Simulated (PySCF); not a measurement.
This PySCF input asks for the NMR shieldings of SMILES C[Si@@H]1/C(=C\B)C=C1, C$_{5}$H$_{9}$BSi; the geometry comes from GFN2-xTB.

```python
import basis_set_exchange as bse
import numpy as np
from pyscf import gto, dft
from pyscf.prop import nmr

atoms = """
B     2.386373   -0.858710    0.820456
C     1.797611    0.527799    0.569373
C     0.620196    0.722577   -0.055150
C    -0.094499    1.951003   -0.367928
C    -1.216167    1.527309   -0.983258
Si   -0.768388   -0.322195   -0.859141
C    -1.840730   -1.402150    0.269800
H     3.415669   -0.985798    1.364600
H     1.791553   -1.804472    0.465684
H     2.323880    1.422158    0.899777
H     0.226442    2.957103   -0.140107
H    -2.010032    2.146309   -1.370188
H    -0.461907   -0.990224   -2.128430
H    -2.789366   -1.640995   -0.201831
H    -1.337417   -2.337481    0.493575
H    -2.050815   -0.903290    1.211358
"""
names = dict.fromkeys(["B", "C", "Si", "H"], "pcSseg-1")
basis = {el: gto.basis.parse(bse.get_basis(n, elements=[el], fmt="nwchem")) for el, n in names.items()}
mol = gto.M(atom=atoms, basis=basis, charge=0, verbose=0)
mf = dft.RKS(mol, xc="PBE0")
mf.grids.level = 2
mf.grids.alignment = dft.numint.BLKSIZE   # the property module wants whole blocks of grid points
mf.conv_tol = 1e-9
mf.kernel()

calc = nmr.RKS(mf)   # GIAO
C = mf.mo_coeff
Co = C[:, mf.mo_occ > 0]
resp = mf.gen_response(singlet=True, hermi=2)
def vind(x):   # induced exchange potential for any number of trial vectors
    d = np.einsum("pi,xij,qj->xpq", C, 2 * x.reshape(-1, C.shape[1], Co.shape[1]), Co, optimize=True)
    return np.einsum("xpq,pi,qj->xij", resp(d - d.transpose(0, 2, 1)), C, Co, optimize=True).ravel()
mo1, _ = nmr.rhf.solve_mo1(calc, with_cphf=vind)
sigma = calc.kernel(mo1)
for i, s in enumerate(sigma):   # ppm
    print("%2d %-2s %9.2f" % (i, mol.atom_pure_symbol(i), np.trace(s) / 3))
```

**Question.** What does it print?

**Answer.** 
```
 0 B      31.49
 1 C      41.80
 2 C     -14.61
 3 C      16.66
 4 C       9.69
 5 Si    357.87
 6 C     188.79
 7 H      24.83
 8 H      25.26
 9 H      24.20
10 H      23.81
11 H      23.61
12 H      26.26
13 H      31.22
14 H      31.04
15 H      31.31
```

These numbers come from an equivalent density-fitted implementation of the same equations, which agrees with the script to about 0.01 ppm for H and up to a few tenths of a ppm for heavy atoms, so last digits may differ.

Size and cost of the density-fitted run: 171 basis functions, 21 s wall time on 1 thread of an AMD EPYC 7B13, shared host; peak memory 0.77 GiB.
